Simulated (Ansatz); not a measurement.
Ansatz results at the PBE0-D4/def2-TZVP geometry: HOMO–LUMO gap (B3LYP/def2-TZVPP) 6.69 eV; size of the dipole moment (ωB97M-V/def2-TZVPP) 2.32 D; LUMO energy (PBE0/def2-TZVPP) 0.22 eV.

Each molecule was computed in one conformer, which needn't be the lowest.

Question: Which molecule gave them?
A. `CO[SiH](F)CC[SiH2]F`
B. `C[SiH2][CH2][GeH3]`
C. `[NH2][GeH2][S][GeH2][NH2]`
D. `C=C[SiH2]O[SiH](F)F`

Answer: C. The others give `C[SiH2][CH2][GeH3]`: 8.60, 0.66, 0.65; `CO[SiH](F)CC[SiH2]F`: 8.39, 0.89, 0.45; `C=C[SiH2]O[SiH](F)F`: 7.07, 1.35, -0.64.

B3LYP here is the variant with VWN-RPA as its local correlation; programs differ in this.
